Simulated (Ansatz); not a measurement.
Cd₂H₂F₂⁺, that is (HCd-mu-F)2 with one electron fewer, relaxed as a doublet with UKS PBE0-D4/def2-SVP in Ansatz, starting from the PBE0-D4/def2-SVP geometry of the neutral singlet. Force threshold 0.02 eV/Å.

In the def2 sets Cd takes a core potential; there is no spin–orbit coupling.

Start:

Cartesian coordinates in Å:
```
Cd 0.4212 -1.6174 0.2544
H 0.8293 -3.2035 0.5047
F -0.1914 -0.2478 -1.2587
Cd -0.4204 1.6176 -0.2543
H -0.8370 3.2017 -0.5036
F 0.1984 0.2495 1.2575
```

```json
{"step": "1", "energy (eV)": "-14575.8458", "largest force component (eV/Å)": "1.119", "SCF passes": "34"}
{"step": "2", "energy (eV)": "-14575.8967", "largest force component (eV/Å)": "0.113", "SCF passes": "38"}
{"step": "3", "energy (eV)": "-14575.9029", "largest force component (eV/Å)": "0.009", "SCF passes": "41"}
{"step": "4", "energy (eV)": "-14575.9031", "largest force component (eV/Å)": "0.010", "SCF passes": "35"}
{"step": "5", "energy (eV)": "-14575.9036", "largest force component (eV/Å)": "0.012", "SCF passes": "35"}
{"step": "6", "energy (eV)": "-14575.9038", "largest force component (eV/Å)": "0.013", "SCF passes": "33"}
{"step": "7", "energy (eV)": "-14575.9153", "largest force component (eV/Å)": "0.116", "SCF passes": "41"}
{"step": "8", "energy (eV)": "-14575.9258", "largest force component (eV/Å)": "0.024", "SCF passes": "43"}
{"step": "9 (rejected)", "energy (eV)": "-14575.9101", "largest force component (eV/Å)": "0.313", "SCF passes": "41"}
{"step": "10", "energy (eV)": "-14575.9289", "largest force component (eV/Å)": "0.007", "SCF passes": "42"}
```

Force components are those of the run's own axes.

End:

Cartesian coordinates in Å:
```
Cd 0.447 -1.553 0.460
H 0.750 -3.194 0.104
F -0.167 -0.214 -1.084
Cd -0.382 1.636 -0.042
H -0.871 3.040 -0.877
F 0.223 0.284 1.438
```

By distances, no bond broke or formed. The bond that changes most is Cd4–H5, from 1.66 to 1.71 Å (atoms count from 1).

The force fell under the threshold at step 3, but the optimiser went on and released 0.026 eV more. No frequencies were taken in this run, so the end may be a saddle point.

It took 35 s on 4 threads of Arm Neoverse V1 on a shared host.
